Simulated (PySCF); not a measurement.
Bi(TeH)3 (BiH₃Te₃), SMILES [TeH][Bi]([TeH])[TeH].

Geometry optimised at B3LYP-D3(BJ)/def2-SVP. The structure was generated by enumeration; whether it is a known compound was not checked. The def2 effective core potentials stand for the cores of Bi, Te; spin–orbit coupling is left out.

Level of theory: IEF-PCM-M06-2X/def2-SVP (PySCF 2.14.0).

The values are the electrostatic part of the solvation free energy, E(continuum) − E(gas) at the gas-phase geometry, in a cavity of scaled van der Waals radii (PySCF's table); cavitation and dispersion terms are not included. A continuum can't describe solvent molecules that bind to the metal. In vacuum the orbital gap is 5.71 eV. The dipole moment in vacuum is 2.81 D.

| solvent | ε | ΔG(elec) (kcal/mol) | dipole (D) | gap (eV) |
|---|---|---|---|---|
| water | 78.36 | -6.4 | 5.12 | 5.94 |
| dimethylsulfoxide | 46.83 | -6.3 | 5.07 | 5.94 |
| ethanol | 24.85 | -6.1 | 4.96 | 5.93 |
